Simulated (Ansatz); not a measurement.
Cost and result for the atomization energy of `[Se]=[C]1C[NH][AlH]1` (9 atoms, 9 bonds).

```xyz
9

Se   -2.323    0.828   -1.443
C    -1.033    0.257   -0.410
C     0.457    0.312   -0.709
N     1.010   -0.303    0.507
Al   -0.544   -0.591    1.303
H     0.684   -0.247   -1.627
H     0.779    1.351   -0.863
H     2.008   -0.395    0.576
H    -1.038   -1.212    2.665
```

Charge 0, multiplicity 1. Correlated methods include outer-core shells of Se, which these sets cover unevenly. Scalar relativity is left out up to krypton. The structure was optimised at the PBE0-D4/def2-TZVP level. Program: Ansatz. All runs use 4 threads of an Arm Neoverse V2 on a shared host. Times are those of one run each, without the atoms' runs, and a repeat can differ threefold. Electronic energies, without spin–orbit coupling; frozen cores. CCSD(T)/CBS adds CCSD(T) − MP2 in def2-TZVPP to the MP2 limit, and its time is that of the two runs behind it. T1 = 0.017; the RHF reference is unstable towards UHF. With those shells the extrapolation isn't a true limit. B3LYP takes the VWN-RPA correlation (the form of Gaussian; ORCA's B3LYP/G).

CCSD(T)/CBS is a level of theory with its own doubt, some kJ/mol a heavy atom from the limit and from the frozen cores, so smaller differences don't rank the functionals.

```tsv
level	functions	wall time	atomization (kcal/mol)	difference from CCSD(T)/CBS	per bond
PBE-D4/def2-TZVPP (with forces)	239	2.7 s	785.9	24.6	2.7
PBE0-D4/def2-TZVPP	239	2.9 s	764.4	3.1	0.3
B3LYP-D4/def2-TZVPP (with forces)	239	4.5 s	759.4	-1.9	-0.2
r2SCAN-D4/def2-TZVPP (with forces)	239	6 s	762.7	1.4	0.2
B2PLYP/def2-TZVPP	239	6 s	751.1	-10.2	-1.1
ωB97X-V/def2-TZVPP	239	8 s	761.9	0.6	0.1
ωB97M-V/def2-TZVPP (with forces)	239	11 s	760.0	-1.3	-0.1
MP2/def2-QZVPP	450	27 s	770.0	8.7	1.0
CCSD(T)/def2-TZVPP	239	2.3 min	735.9	-25.4	-2.8
CCSD(T)/CBS(def2)	–	2.7 min	761.3	0.0	0.0
```

From PBE to PBE0 (25 % exact exchange), in def2-TZVPP and without D4, the atomization energy moves by −20.7 kcal/mol: exact exchange takes away binding that semilocal exchange gives to molecules. The D4 term adds +9.1 kcal/mol with B3LYP and +4.7 kcal/mol with PBE0; it sums over pairs of atoms, weighted by their polarisabilities, and B3LYP, whose exchange is more repulsive, gets the larger term. In def2-TZVPP, CCSD(T) changes the Hartree–Fock value by +229.0 kcal/mol (the triples alone add +18.3 kcal/mol) and MP2 by +248.0 kcal/mol; breaking electron pairs costs correlation energy, which Hartree–Fock lacks.
